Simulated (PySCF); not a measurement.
Species: C4H2N2S.
Geometry (GFN2-xTB, Å), atoms numbered from 1 in this order:
```
atom  x, y, z in Å
C1     2.763    0.057    0.380
C2     1.586    0.004    0.142
C3     0.208   -0.038   -0.086
N4    -0.365   -0.447   -1.169
N5    -1.679   -0.389   -1.135
C6    -2.151    0.063   -0.031
S7    -0.947    0.486    1.146
H8     3.795    0.094    0.562
H9    -3.198    0.176    0.167
```

The computed photoelectron lines, unassigned: C 1s: 290.80 (area 1), 291.43 (area 1), 292.22 (area 1), 292.98 (area 1) eV; N 1s: 405.68 (area 1), 405.88 (area 1) eV; S 1s: 2478.57 eV; S 2p3/2: 170.63 eV.

The calculation used delta-SCF UKS SCAN, pcX-2 on the ionised atom, pcseg-1 elsewhere, spin-free X2C (PySCF). Geometry: GFN2-xTB; no solvent, vibrations or thermal averaging.

Order the carbon atoms by C 1s binding energy.

290.80 eV: C1 (terminal alkyne carbon); 291.43 eV: C2 (alkyne carbon); 292.22 eV: C6 (aromatic CH next to a ring nitrogen); 292.98 eV: C3 (substituted aromatic carbon). Lowest listed C 1s: C1, bonded to C (triple bond) and H. Highest, 2.18 eV above it: C3, bonded to N (aromatic in the SMILES), S (aromatic in the SMILES) and C. The widest gap between neighbouring values is 0.79 eV, between 291.43 and 292.22 eV. Summing the Pauling electronegativity differences to the bonded atoms, each weighted by its formal bond order, gives -0.35 for the lowest site and +0.78 for the highest; no listed site has a larger sum than the highest.

Order the nitrogen atoms by N 1s binding energy.

405.68 eV: N4 (pyridine-type nitrogen); 405.88 eV: N5 (pyridine-type nitrogen). The 2 N 1s values lie within 0.20 eV of each other; Gaussian lines of 0.5 eV full width would blend them into one maximum.

Bonded neighbours of each site: C1: C (triple bond) and H; C2: C (triple bond) and C; C3: N (aromatic in the SMILES), S (aromatic in the SMILES) and C; N4: N (aromatic in the SMILES) and C (aromatic in the SMILES); N5: N (aromatic in the SMILES) and C (aromatic in the SMILES); C6: N (aromatic in the SMILES), S (aromatic in the SMILES) and H; S7: 2 C (aromatic in the SMILES).

Which photon energy gives electrons from C 1s of C1 a kinetic energy of 100 eV, and what is their de Broglie wavelength?

hν = 290.80 + 100 = 390.80 eV, recoil neglected; λ = 12.264 Å/√(E/eV) = 1.23 Å.

The unrestricted hole states depart most from a pure doublet (⟨S²⟩ = 0.75; over 0.85 named) for C 1s of C2 (0.86), which makes this value less certain. The 2p values aren't plain energy differences: one relaxed spin-free 2p hole is combined with a matrix within the shell (ground-state 2p orbital-energy differences and spin–orbit coupling). 2p3/2, the mean of its two sublevels, lies a third of the splitting below the shell's mean and 2p1/2 two thirds above it; the statistical areas are 2:1. 2p1/2 minus 2p3/2 (ligand field included): S 1.23 eV.

Hardware: one thread of an Arm Neoverse V2, shared host. Cost: 52 s, 0.48 GiB resident at most.
